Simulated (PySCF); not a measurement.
# Electron correlation in Ga²⁺ (gallium, charge +2)

[Ar] 3d10 4s1, 2S determinant. All numbers are calculated (PySCF 2.14, the spin-free X2C one-electron Hamiltonian (Gaussian nucleus), in x2c-TZVPPall with one added diffuse shell each of s, p, d type (7s6p5d1f, 57 functions)). Frozen: [Ne]; 19 electrons correlated.

```json
{"level": "CCSD", "correlation energy (mhartree)": "-256.47"}
{"level": "(T)", "correlation energy (mhartree)": "-6.07"}
{"level": "CCSD(T)", "correlation energy (mhartree)": "-262.54"}
```

Diagnostics: T1 = 0.0082, D1 = 0.0165, largest double amplitude 0.012.

Cost of the coupled-cluster step: about 25 core-seconds, for 19 correlated electrons.

Iterations:

```
CC2 = 0
CCSD nocc = (np.int64(10), np.int64(9)), nmo = (52, 52)
frozen orbitals [[0, 1, 2, 3, 4], [0, 1, 2, 3, 4]]
max_cycle = 100
direct = 0
conv_tol = 1e-08
conv_tol_normt = 1e-06
diis_space = 8
diis_start_cycle = 0
Init t2, MP2 energy = -0.284680961280573
Init E_corr(UCCSD) = -0.284680961308599
cycle = 1  E_corr(UCCSD) = -0.242453228375473  dE = 0.0422277329  norm(t1,t2) = 0.0711422
cycle = 2  E_corr(UCCSD) = -0.259787118409421  dE = -0.01733389  norm(t1,t2) = 0.0233059
cycle = 3  E_corr(UCCSD) = -0.256330801323231  dE = 0.00345631709  norm(t1,t2) = 0.0105243
cycle = 4  E_corr(UCCSD) = -0.25641036069888  dE = -7.95593756e-05  norm(t1,t2) = 0.00136541
cycle = 5  E_corr(UCCSD) = -0.256469214896174  dE = -5.88541973e-05  norm(t1,t2) = 0.000230319
cycle = 6  E_corr(UCCSD) = -0.256467176184472  dE = 2.0387117e-06  norm(t1,t2) = 4.69876e-05
cycle = 7  E_corr(UCCSD) = -0.256464781177612  dE = 2.39500686e-06  norm(t1,t2) = 8.39532e-06
cycle = 8  E_corr(UCCSD) = -0.2564649420186  dE = -1.60840987e-07  norm(t1,t2) = 2.26093e-06
cycle = 9  E_corr(UCCSD) = -0.256465094487187  dE = -1.52468588e-07  norm(t1,t2) = 4.6312e-07
cycle = 10  E_corr(UCCSD) = -0.256465090328704  dE = 4.15848334e-09  norm(t1,t2) = 9.31461e-08
UCCSD converged
E(UCCSD) = -1941.53448013614  E_corr = -0.256465090328704
UCCSD(T) correction = -0.00607252209182831
```

This basis was not built for core-valence correlation, so the inner-shell part is incomplete.
